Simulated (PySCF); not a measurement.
The numbers are results of PySCF with B3LYP-D3(BJ)/def2-TZVP // M06-2X/def2-TZVP, not measurements. Gas-phase values, no solvent. One relaxed conformer stands for a flexible species; it need not be the lowest. B3LYP has the VWN-RPA correlation part, as in Gaussian. Excitations are Tamm–Dancoff values on a coarser integration grid. The basis has no diffuse functions, so Rydberg states are missing or too high.

Reference species (SMILES): `[CH3][Ga]([CH3])[OH]` (C–Ga–O–H torsion 180°) (neutral, multiplicity 1).

```
Item                                           Value
-------------------------------------------  -------
brightest of the four lowest singlets (TDA)  6.67 eV
S1 excitation (TDA)                          5.73 eV
```

Changed species: `[CH3][Ga]([CH3])[CH3]` (0 of 3 CH3 replaced by OH; the reference has 1 of 3 CH3 replaced by OH).

Predict the effect on the brightest of the four lowest singlets (TDA) and S1 excitation (TDA).

the brightest of the four lowest singlets (TDA) goes up by 0.02 eV, to 6.69 eV; the S1 excitation (TDA) falls by 0.55 eV, to 5.18 eV.
